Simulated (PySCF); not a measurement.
All values below come from CAM-B3LYP-D3(BJ)/def2-TZVP // CAM-B3LYP-D3(BJ)/def2-SVP run with PySCF 2.14.0. Gas-phase values, no solvent. Excitations are Tamm–Dancoff values on a coarser integration grid. The basis has no diffuse functions, so Rydberg states are missing or too high.

Reference species (SMILES): `[InH2-]1[SeH+][InH2-][SeH+]1` (neutral, multiplicity 1).

```json
{
 "T1 excitation (TDA)": "5.37 eV",
 "S1 excitation (TDA)": "5.66 eV",
 "dipole_moment": "1.05 D"
}
```

Changed species: `[BH2-]1[SeH+][BH2-][SeH+]1`.

Q: Predict the effect on the T1 excitation (TDA), S1 excitation (TDA) and dipole moment.

A: the T1 excitation (TDA) goes up by 0.04 eV, to 5.41 eV; the S1 excitation (TDA) rises by 0.30 eV, to 5.96 eV; the dipole moment falls by 1.02 D, to 0.03 D.
